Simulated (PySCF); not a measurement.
Molecule: sum formula SiOF3 (charge -1, singlet). It need not be the lowest isomer of its formula. Whether it binds its extra electron was not tested at this geometry. SMILES: F[Si](F)(F)[O-]
Coordinates optimised at B3LYP-D3(BJ)/def2-TZVP (Ansatz):
```
Si
O 1 1.5342
F 1 1.6280 2 117.51
F 1 1.6280 2 117.51 3 -120.00
F 1 1.6280 2 117.51 3 120.00
```
Charge -1, spin multiplicity 1.

Dispersion corrections to the total energy (kcal/mol) from the dftd3 and dftd4 libraries through PySCF: D3(BJ) without and D4 with the three-body term, each with the damping fitted for the functional named.

```
functional  D3(BJ)     D4
----------  ------  -----
PBE          -1.62      ?
revPBE       -4.16      ?
BP86         -2.65  -3.26
HF          -15.36  -9.60
B2PLYP           ?  -1.72
HSE06        -1.04  -1.91
TPSSh        -1.86  -3.05
```

Question: What belongs in the gaps?

Answer: 
- PBE, D4: -2.50
- revPBE, D4: -8.24
- B2PLYP, D3(BJ): -1.39
